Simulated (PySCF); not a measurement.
Simulated C 1s region for `C#CBOC`, binding energy against the vacuum level.

Every computed line was given a Gaussian of 0.5 eV full width at half maximum and an area set by the number of equivalent atoms; the highest printed point is 100. Theory: delta-SCF UKS SCAN, pcX-2 on the ionised atom, pcseg-1 elsewhere, spin-free X2C in PySCF.

```json
{"binding energy (eV)": "289.8", "intensity": "0"}
{"binding energy (eV)": "289.9", "intensity": "1"}
{"binding energy (eV)": "290.0", "intensity": "2"}
{"binding energy (eV)": "290.1", "intensity": "7"}
{"binding energy (eV)": "290.2", "intensity": "18"}
{"binding energy (eV)": "290.3", "intensity": "36"}
{"binding energy (eV)": "290.4", "intensity": "59"}
{"binding energy (eV)": "290.5", "intensity": "82"}
{"binding energy (eV)": "290.6", "intensity": "98"}
{"binding energy (eV)": "290.7", "intensity": "100"}
{"binding energy (eV)": "290.8", "intensity": "89"}
{"binding energy (eV)": "290.9", "intensity": "68"}
{"binding energy (eV)": "291.0", "intensity": "44"}
{"binding energy (eV)": "291.1", "intensity": "23"}
{"binding energy (eV)": "291.2", "intensity": "10"}
{"binding energy (eV)": "291.3", "intensity": "4"}
{"binding energy (eV)": "291.4", "intensity": "1"}
{"binding energy (eV)": "291.5", "intensity": "0"}
{"binding energy (eV)": "291.6", "intensity": "0"}
{"binding energy (eV)": "291.7", "intensity": "0"}
{"binding energy (eV)": "291.8", "intensity": "0"}
{"binding energy (eV)": "291.9", "intensity": "1"}
{"binding energy (eV)": "292.0", "intensity": "2"}
{"binding energy (eV)": "292.1", "intensity": "6"}
{"binding energy (eV)": "292.2", "intensity": "15"}
{"binding energy (eV)": "292.3", "intensity": "29"}
{"binding energy (eV)": "292.4", "intensity": "46"}
{"binding energy (eV)": "292.5", "intensity": "58"}
{"binding energy (eV)": "292.6", "intensity": "59"}
{"binding energy (eV)": "292.7", "intensity": "48"}
{"binding energy (eV)": "292.8", "intensity": "31"}
{"binding energy (eV)": "292.9", "intensity": "16"}
{"binding energy (eV)": "293.0", "intensity": "7"}
{"binding energy (eV)": "293.1", "intensity": "2"}
{"binding energy (eV)": "293.2", "intensity": "1"}
{"binding energy (eV)": "293.3", "intensity": "0"}
```

Q: Count the maxima, the lines and the sites behind this envelope.

A: The curve has 2 maxima (at 290.7 and 292.6 eV). Under it lie 3 lines from 3 inequivalent carbon sites. At this width some lines have no maximum of their own.

Q: Decompose the envelope and assign each component. Numbering: `[CH:1]#[C:2][BH:3][O:4][CH3:5]`.

A: 
| position (eV) | relative area | line | atoms | environment |
| --- | --- | --- | --- | --- |
| 290.54 | 1 | C 1s | C2 | alkyne carbon |
| 290.80 | 1 | C 1s | C1 | terminal alkyne carbon |
| 292.56 | 1 | C 1s | C5 | methoxy carbon |

Q: What are the centre and the root-mean-square width of the whole band?

A: The area-weighted mean of the lines is 291.30 eV. Their own spread about it is 0.90 eV (rms) and each Gaussian has σ = 0.5/2.355 = 0.21 eV; the variances add, which gives 0.92 eV.

The listed C 1s values span 2.02 eV, from C2 (bonded to C (triple bond) and B) to C5 (bonded to O and 3 H).

Shake-up satellites, vibrational structure and lifetime widths aren't simulated. The unrestricted hole states depart most from a pure doublet (⟨S²⟩ = 0.75; over 0.85 named) for C 1s of C1 (0.86) and C 1s of C2 (0.86), which makes these values less certain. Isolated species at its PBE0-D3(BJ)/def2-SVP geometry (one conformer only).

Shape of the structure used: `[CH:1]#[C:2][BH:3][O:4][CH3:5]`: C2–B3–O4–C5 0°.
